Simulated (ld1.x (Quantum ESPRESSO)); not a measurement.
**What one change does to a pseudopotential (Ge, RRKJ)**

```json
{
  "Element": "germanium",
  "Generator": "ld1.x (Quantum ESPRESSO) 7.5",
  "Type": "norm-conserving RRKJ (Kleinman–Bylander form)",
  "Functional": "PW91",
  "Relativity": "scalar-relativistic",
  "Frozen core": "[Ar] 3d10",
  "Valence charge": "4",
  "Reference configuration": "4s2 4p2",
  "Partial waves": "4p (bound): rc 2.25 bohr; 4s (bound): rc 1.30 bohr",
  "Local potential": "the s channel",
  "Core correction": "a·sin(br)/r model core inside 1.00 bohr",
  "rho0": "0.005"
}
```

Change: wave 4p (bound): rc 2.25 bohr becomes 4p (bound): rc 1.76 bohr.

Cutoffs: the cutoffs (Ry, on a coarse ladder) from which the occupation-weighted sum of valence levels, in a spherical-Bessel basis at the reference potential, stays within 10 and 1 mRy of its value at 400 Ry; they do not see the model core or the augmentation charge, which bear on the density cutoff. Errors are all-electron minus pseudo energies relative to the spin-unpolarised reference configuration.

Problem. What does the change do?

Solution. The potential gets neither clearly harder nor softer (45 Ry and 140 Ry → 45 Ry and 140 Ry); a bound ghost appears in p, which as a rule spoils a file; the errors of the 7 common tests hardly move.

| quantity | base | changed |
| --- | --- | --- |
| cutoff, loose | 45 Ry | 45 Ry |
| cutoff, tight | 140 Ry | 140 Ry |
| loose cutoff by channel (10 mRy a level) | p 15 Ry, s 40 Ry | p 12 Ry, s 40 Ry |
| bound ghosts | none | p |
| error for 4s2 4p1, meV [ΔE 7.50 eV] | -5.6 | -6.1 |
| error for 4s2 4p0, meV [ΔE 23.03 eV] | -37 | -41 |
| error for 4s1 4p0, meV [ΔE 57.93 eV] | -238 | -253 |
| error for 4s2 4p1.5, meV [ΔE 2.83 eV] | -1.2 | -1.2 |
| error for 4s1 4p2, meV [ΔE 16.25 eV] | -37 | -36 |
| error for 4s0 4p4, meV [ΔE 16.25 eV] | -83 | -72 |
| error for 4s1 4p3, meV [ΔE 8.00 eV] | -19 | -17 |

 A true bound ghost makes a file unfit for plane-wave use even where its test errors are small: the radial tests pick states by their node count and pass the ghost by.
